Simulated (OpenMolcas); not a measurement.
# Lines of Os6+: computed and rescaled rates

* Program: OpenMolcas
* Method: CASSCF
* Basis: ANO-RCC-VTZP [8s7p5d3f2g1h]
* Scalar Hamiltonian: DKH2, point nucleus
* Active space: 2 electrons in 5 orbitals (5d)
* State averaging: 2S+1 = 3 even, 10 roots; 2S+1 = 1 even, 15 roots kept (CI in the orbitals of an earlier block)
* Spin-orbit coupling: RASSI with atomic mean-field integrals over the reference wave functions, term energies averaged over their components

Rates come from the transition moments of the reference wave functions (E1 and E2 in the length form). At fixed line strength A goes as λ^-3 for E1 and M1 and as λ^-5 for E2, so a rate at the computed wavelength can be rescaled to the measured one. Measured vacuum wavelengths follow from level energies in van het Hof, Joshi, Wyart and Sugar, J. Res. Natl. Inst. Stand. Technol. 100, 687 (1995). Branching counts decays inside the model space alone, at computed energies, and the table is only a selection of the E2 and M1 lines, drawn from those between levels with measured partners whose computed energy lies within a factor of 1.5 of the measured one.

```
         Upper           Lower  Type  λ computed (nm)  λ measured (nm)  A computed (s-1)  A rescaled (s-1)  Branching %
       5d² ³P₁         5d² ³P₀    M1             1606             1597          4.01e+00          4.08e+00         57.8
       5d² ³F₃         5d² ³F₂    M1            970.3            970.1          2.52e+01          2.52e+01        100.0
5d² ³P₂ [56 %]         5d² ³P₁    M1            873.5            906.7          1.14e+01          1.02e+01         19.0
       5d² ³P₁         5d² ³F₃    E2            718.9            848.2          1.03e-01          4.50e-02          1.5
       5d² ³P₀         5d² ³F₂    E2            555.9            631.4          6.99e-01          3.70e-01        100.0
       5d² ¹G₄         5d² ³F₃    M1              428              477          3.37e+01                           71.3
       5d² ³P₁         5d² ³F₂    M1            412.9            452.5          2.07e+00                           29.8
       5d² ³P₁         5d² ³F₂    E2            412.9            452.5          5.67e-01          3.59e-01          8.2
5d² ³P₂ [56 %]         5d² ³F₃    M1            394.3            438.2          1.40e+01                           23.4
5d² ³P₂ [56 %]         5d² ³F₃    E2            394.3            438.2          4.07e-01          2.40e-01          0.7
       5d² ¹S₀  5d² ³P₂ [56 %]    E2            353.5            406.8          7.95e+00                            2.4
5d² ³P₂ [56 %]         5d² ³F₂    M1            280.4            301.9          2.51e+00                            4.2
       5d² ¹S₀         5d² ³P₁    M1            251.7            280.8          2.72e+02                           82.5
       5d² ¹S₀         5d² ³F₂    E2            156.4            173.3          1.21e+01                            3.7
```

Spin-changing lines and M1 lines between different terms are not rescaled, since their strength hangs on the term gaps too.

The largest correction is for 5d² ³P₁ → 5d² ³F₃ (E2): 1.03e-01 × (718.9 / 848.2)^5 = 4.50e-02 s-1, a factor of 0.44.

These are rates of the free ion; in crystals, glasses and complexes forced electric-dipole and non-radiative decay shorten such lifetimes by orders of magnitude. No measured rate stands beside these. Rescaling mends the energy factor alone: line strengths can still be far off where a level mixes with configurations outside the active space, and weak or spin-changing lines hang on small mixing coefficients that depend on the term gaps too, so rescaling need not improve them.

Without dynamic correlation excited terms often stand tens of per cent too high (terms of higher spin than the ground term too low), and those without a measured partner can miss by more than the paired ones. Terms from blocks run as CI alone lack orbitals of their own. Measured partners are found by configuration, term and J. A level has none where our copy of the source lacks it or the pairing is in doubt (some pairs that miss far off the trend of their configuration count as doubtful). Only configurations of the active space appear.

A share in square brackets marks a mixed level and gives the weight of the term that names it.
